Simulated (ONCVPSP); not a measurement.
What one change does to a pseudopotential (gadolinium, ONCV)

* Element: gadolinium
* Generator: ONCVPSP 4.0.1
* Type: optimised norm-conserving Vanderbilt (ONCV)
* Functional: PBE
* Relativity: scalar-relativistic
* Frozen core: [Xe] 4f7
* Valence charge: 3
* Reference configuration: 5d2 6s1
* Partial waves: 6s: rc 3.00 bohr, ncon 3, nbas 7, qcut 1.8 1/bohr, 2 projectors, debl 2.5 Ha; p scattering state at 0.15 Ha: rc 3.20 bohr, ncon 4, nbas 9, qcut 2.5 1/bohr, 2 projectors, debl 1.4 Ha; 5d: rc 3.15 bohr, ncon 4, nbas 8, qcut 5.4 1/bohr, 2 projectors, debl 3.6 Ha
* Local potential: polynomial inside 1.85 bohr (lpopt 5, dvloc0 2 Ha)
* Core correction: none

All-electron outer shells of the reference configuration (PBE, scalar-relativistic, ld1.x):

```tsv
shell	level (eV)	outermost node (bohr)	outermost maximum (bohr)
4f	-7.28	–	0.56
6s	-3.67	1.61	3.46
5d	-1.75	0.79	2.02
```

Change: s: debl 0.55.

Cutoffs: the cutoffs (Ha) at which the residual kinetic energy of the hardest occupied pseudo-wave falls to 1 and 0.1 mHa per electron; they do not see the model core or the augmentation charge, which bear on the density cutoff. Errors are all-electron minus pseudo energies relative to the spin-unpolarised reference configuration.

Question: How do hardness, ghosts and transferability respond?

Answer: The potential gets neither clearly harder nor softer (7.7 Ha and 9.6 Ha → 7.7 Ha and 9.6 Ha); a bound ghost appears in s, which as a rule spoils a file; the lowest positive-energy flag moves from s at 21.2 eV to p at 38.7 eV; the errors of the 4 common tests hardly move.

```csv
quantity,base,changed
"cutoff, loose",7.7 Ha,7.7 Ha
"cutoff, tight",9.6 Ha,9.6 Ha
bound ghosts,none,s
GHOST(+) flags under 300 eV,"s at 21.2 eV, p at 38.7 eV",p at 38.7 eV
"error for 5d1 6s2, meV [ΔE -1.77 eV]",+44,+44
"error for 5d1 6s1, meV [ΔE 4.88 eV]",+22,+20
"error for 5d1 6s0, meV [ΔE 16.97 eV]",+188,+189
"error for 5d1 6s1 6p1, meV [ΔE 1.10 eV]",+33,+33
s: phases at 3.05 bohr within 0.05 rad from the reference energy up to (Ha; the scan ends near 5),0.6,n/a
p: phases at 3.25 bohr within 0.05 rad from the reference energy up to (Ha; the scan ends near 5),1.4,1.4
d: phases at 3.19 bohr within 0.05 rad from the reference energy up to (Ha; the scan ends near 5),to the end of the scan,to the end of the scan
```

Base: The cutoffs count occupied waves only; projector 2 of the p channel, the hardest unoccupied one, needs 32 Ha at the loose tolerance. Changed file: The cutoffs count occupied waves only; projector 2 of the p channel, the hardest unoccupied one, needs 32 Ha at the loose tolerance. A true bound ghost makes a file unfit for plane-wave use even where its test errors are small: the radial tests pick states by their node count and pass the ghost by.
